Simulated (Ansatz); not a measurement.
Harmonic frequencies (cm⁻¹) at PBE0-D4/def2-TZVP from Ansatz: 182, 184, 308, 519, 522, 558, 660, 701, 714, 760, 893, 926, 932, 1574, 1577, 2105, 2115, 3565, 3566, 3663, 3664.

Each molecule was computed in one conformer, which needn't be the lowest.

Which molecule is it?
A. `C[Se][GeH2][F]`
B. `C[NH][GeH2][F]`
C. `[NH2][GeH2][NH2]`
D. `[SiH3][GeH2][Cl]`

C.
